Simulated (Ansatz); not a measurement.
System: KO, net charge 0, doublet state. SMILES: [K][O]
Geometry: optimised at B3LYP-D3(BJ)/def2-TZVP (Ansatz, a program for electronic structure).

Wanted: vertical electron affinity (to the triplet state of charge -1; a negative value means that the extra electron is unbound and the number depends on the basis; each state is the SCF solution reached for its spin), in eV. Cores are frozen in the correlated levels unless marked. UHF or UKS for open shells. No spin-orbit coupling. The frozen core is the preceding noble-gas configuration, with the filled d and f shells of earlier blocks. The outer core of K, Ca and their heavier congeners is not correlated, a term that matters for these elements. Non-relativistic. Anions need diffuse functions: def2-D sets add few. CBS(X,Y): correlation extrapolated as X^-3; Hartree-Fock from the larger set.

```json
[
 {"level": "PBE/def2-TZVPD", "program": "Ansatz", "vertical electron affinity (eV)": "0.43"},
 {"level": "PBE0/def2-TZVPD", "program": "Ansatz", "vertical electron affinity (eV)": "0.42"},
 {"level": "CAM-B3LYP/def2-TZVPD", "program": "Ansatz", "vertical electron affinity (eV)": "0.38"},
 {"level": "wB97X-V/def2-TZVPD", "program": "Ansatz", "vertical electron affinity (eV)": "0.28"},
 {"level": "wB97X/def2-TZVPD", "program": "Ansatz", "vertical electron affinity (eV)": "0.23"},
 {"level": "CCSD/def2-SVPD", "program": "Ansatz", "vertical electron affinity (eV)": "0.26"},
 {"level": "CCSD/def2-TZVPPD", "program": "Ansatz", "vertical electron affinity (eV)": "0.23"},
 {"level": "CCSD/def2-QZVPPD", "program": "Ansatz", "vertical electron affinity (eV)": "0.22"},
 {"level": "CCSD(T)/CBS(def2-TZVPPD,def2-QZVPPD)", "program": "Ansatz", "vertical electron affinity (eV)": "0.22"}
]
```
